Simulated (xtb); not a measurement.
BHCl2, SMILES ClBCl. All values are semi-empirical tight-binding results from xtb (GFN2-xTB unless named), good for trends rather than for accurate numbers. The structure is a stationary point at GFN2-xTB.

```
Property                                         Value
---------------------------------------  -------------
point group as xtb finds it                        C2v
orbital gap                                    4.26 eV
dipole moment                                   0.99 D
zero-point energy                         8.6 kcal/mol
G − E(el) at 298.15 K (modified RRHO)    -7.7 kcal/mol
static polarisability (D4 model)            41.3 bohr³
solvation energy, GFN2-xTB/ALPB(water)   -0.9 kcal/mol
solvation energy, GFN2-xTB/ALPB(ch2cl2)  -3.1 kcal/mol
```
